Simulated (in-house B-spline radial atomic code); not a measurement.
The outermost shell (largest non-relativistic mean radius) with and without relativity; Dirac values are averaged over j. Computed with a B-spline radial code for spherical atoms: non-relativistic Hartree-Fock and Dirac-Hartree-Fock, averages of the configuration (point nuclei without relativity, finite nuclei with it).

```tsv
ion	configuration	outermost shell	radius non-relativistic (bohr)	radius Dirac (bohr)	radius change (%)	level non-relativistic (eV)	level Dirac (eV)	spin-orbit splitting (eV)
B+	[He] 2s2	2s	1.7982	1.7976	-0.031842	-23.778	-23.785	-
S+	[Ne] 3s2 3p3	3p	1.9033	1.9028	-0.029851	-21.984	-21.971	0.10086
Cr+	[Ar] 3d5	?	?	?	?	?	?	?
Rb+	[Ar] 3d10 4s2 4p6	4p	1.7272	1.719	-0.47507	-27.445	-27.475	0.98312
Tc+	[Kr] 4d5 5s1	5s	3.2833	3.1872	-2.925	-13.180	-13.648	-
Pd+	[Kr] 4d9	?	?	?	?	?	?	?
Eu+	[Xe] 4f7 6s1	?	?	?	?	?	?	?
Gd+	[Xe] 4f7 5d1 6s1	6s	4.0893	3.8588	-5.6362	-10.500	-11.19	-
Ho+	[Xe] 4f11 6s1	6s	4.1422	3.8941	-5.9911	-10.269	-10.934	-
Os+	[Xe] 4f14 5d6 6s1	6s	3.2576	2.9125	-10.594	-13.402	-15.419	-
```

Question: Fill in the row of Cr+.

Answer: outermost shell: 3d; radius non-relativistic (bohr): 1.3588; radius Dirac (bohr): 1.3667; radius change (%): 0.58199; level non-relativistic (eV): -16.139; level Dirac (eV): -16.018; spin-orbit splitting (eV): 0.0815.

Question: Fill in the row of Pd+.

Answer: outermost shell: 4d; radius non-relativistic (bohr): 1.426; radius Dirac (bohr): 1.4398; radius change (%): 0.9641; level non-relativistic (eV): -21.012; level Dirac (eV): -20.625; spin-orbit splitting (eV): 0.54706.

Question: Fill in the row of Eu+.

Answer: outermost shell: 6s; radius non-relativistic (bohr): 4.3049; radius Dirac (bohr): 4.0876; radius change (%): -5.047; level non-relativistic (eV): -9.889; level Dirac (eV): -10.422.

Question: Which member changes most?

Answer: Osmium (Os+): its 6s shell contracts by 10.6 %.
